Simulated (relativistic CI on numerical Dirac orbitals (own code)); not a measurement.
## Hf4+: N6,7 absorption edge

Computed with this model: Dirac-Coulomb-Breit CI, KLI orbitals optimised for each configuration, model QED (radiative potential, 1s self-energy scaled to tabulated hydrogen-like ionisation energies), valence Slater integrals scaled by 0.8, multiplet model of core-to-valence dipole absorption; configurations [Xe] 4f14 → [Xe] 4f13 5d; 10 K; Lorentzian 0.3 eV and Gaussian 0.3 eV FWHM. Energies are those of the free ion, without screening or charge transfer. The branching ratio is the share of the lower-energy edge in the whole absorption, uncertain by about 0.02 where the edges overlap. S is read from ⟨S²⟩ = S(S + 1).

Field parameters in Wybourne normalisation: Oh B⁴₀ = 21Dq, B⁴₄ = √(5/14) B⁴₀. The field is a parameter set, without covalency.

free ion: ground-state S = 0.00, centroid 20.71 eV. Peaks (eV, height): 20.8 (100).

Oh, 10Dq = 8500 cm⁻¹: ground-state S = 0.00, centroid 20.71 eV. Peaks (eV, height): 20.0 (26), 21.1 (100).

Oh, 10Dq = 19200 cm⁻¹: ground-state S = 0.00, centroid 20.71 eV. Peaks (eV, height): 17.0 (8), 18.8 (19), 20.2 (56), 21.7 (100).

Oh, 10Dq = 29850 cm⁻¹: ground-state S = 0.00, centroid 20.71 eV. Peaks (eV, height): 16.5 (11), 18.5 (53), 20.7 (52), 22.5 (100).

Oh, 10Dq = 40550 cm⁻¹: ground-state S = 0.00, centroid 20.71 eV. Peaks (eV, height): 16.0 (14), 16.7 (6), 18.1 (75), 21.4 (47), 23.2 (100).

Strongest unbroadened transitions for Oh, 10Dq = 19200 cm⁻¹:

```tsv
Energy (eV)	Relative strength
16.89	0.2
16.94	7.0
17.08	0.4
17.31	0.3
17.59	1.0
17.77	2.4
18.50	1.8
18.79	16.9
18.96	0.3
19.25	1.6
19.37	1.2
19.68	1.1
19.91	0.4
20.10	4.0
20.17	54.6
21.17	10.3
21.55	7.5
21.73	100.0
```
